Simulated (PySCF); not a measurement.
The dipole of `FC(F)=C(F)/C=C/[C@@H]1C[SiH2]1` from its density and from atomic charges.

Coordinates (GFN2-xTB, Å) and charges (e) from the PBE0/pcSseg-1 density (PySCF):

```
atom       x       y       z  Mulliken      IAO  Hirshfeld  ESP-fitted
  F1   3.742   0.369   1.834   -0.2461  -0.2466    -0.0676     -0.1401
  C2   3.584  -0.131   0.607   +0.5534  +0.4870    +0.1376     +0.3075
  F3   4.763  -0.393   0.049   -0.2417  -0.2335    -0.0720     -0.1368
  C4   2.384  -0.324   0.044   +0.1720  +0.2012    +0.0372     +0.1252
  F5   2.366  -0.835  -1.208   -0.2764  -0.2675    -0.0765     -0.1629
  C6   1.120  -0.040   0.661   -0.1988  -0.2170    -0.0908     -0.4344
  C7  -0.061  -0.272   0.059   -0.0211  -0.1202    -0.0423     +0.0357
  C8  -1.345   0.039   0.626   -0.4322  -0.3252    -0.1012     -0.2215
  C9  -2.601  -0.656   0.086   -0.3776  -0.5168    -0.1596     -0.4642
Si10  -2.555   1.154  -0.394   +0.5063  +0.6239    +0.3124     +0.1442
 H11   1.173   0.377   1.656   +0.1155  +0.1623    +0.0461     +0.1980
 H12  -0.062  -0.691  -0.939   +0.1095  +0.1506    +0.0423     +0.1706
 H13  -1.329   0.220   1.694   +0.1347  +0.1557    +0.0477     +0.1803
 H14  -3.291  -1.009   0.839   +0.1555  +0.1654    +0.0498     +0.1891
 H15  -2.416  -1.411  -0.666   +0.1492  +0.1605    +0.0481     +0.1735
 H16  -2.145   1.509  -1.737   -0.0488  -0.0892    -0.0544     +0.0232
 H17  -3.332   2.106   0.376   -0.0535  -0.0905    -0.0568     +0.0127
```

**Question.** What dipole does each set of charges give (1 e·Å = 4.803 D), and what does the density give?

**Answer.** The full density gives (-3.17, 0.73, 0.40) D, 3.28 D in size; dipole vectors point from the negative to the positive end.

```csv
scheme,μx,μy,μz,size (D),share of the full size (%),angle to the full dipole (°)
Mulliken,-4.44,1.82,-0.04,4.80,146,12
IAO,-4.59,2.19,0.30,5.10,156,13
Hirshfeld,-2.53,0.92,-0.06,2.70,82,11
ESP-fitted,-3.19,0.72,0.41,3.30,101,0
```

**Question.** Which set comes closest?

**Answer.** Length of the difference vector: ESP-fitted 0.03 D, Hirshfeld 0.81 D, Mulliken 1.73 D, IAO 2.04 D. Closest: ESP-fitted. ESP charges are fitted to the potential around the molecule, whose slowest-falling term is the dipole's. 

**Question.** What is left for the Hirshfeld atoms' own dipoles?

**Answer.** The shares of the density sum to the whole, so what Σ q r misses lies in dipoles about the nuclei. The atomic dipoles sum to (-3.17, 0.73, 0.40) − (-2.53, 0.92, -0.06) = (-0.64, -0.19, 0.46) D, 0.81 D in size.

**Question.** With the origin at the mean of the coordinates, (0.000, 0.001, 0.211) Å, which are the largest single terms, by size, of the IAO dipole along the direction of the full one?

**Answer.** C2 -8.07, Si10 +7.96, C9 -5.84, F3 +5.29, F1 +3.96 D; all 17 atoms together +4.97 D. The single terms depend on the origin, their sum doesn't.

**Question.** Give the size of the full dipole in other units.

**Answer.** 3.28 D = 1.289 au = 0.682 e·Å = 10.93 × 10⁻³⁰ C·m.

One conformer (not necessarily the lowest) at the GFN2-xTB geometry, without solvent, vibrations or thermal averaging.

Conformer computed: `[F:1][C:2]([F:3])=[C:4]([F:5])/[CH:6]=[CH:7]/[C@@H:8]1[CH2:9][SiH2:10]1`: C2–C4–C6–C7 -179°, C6–C7–C8–C9 -160°.
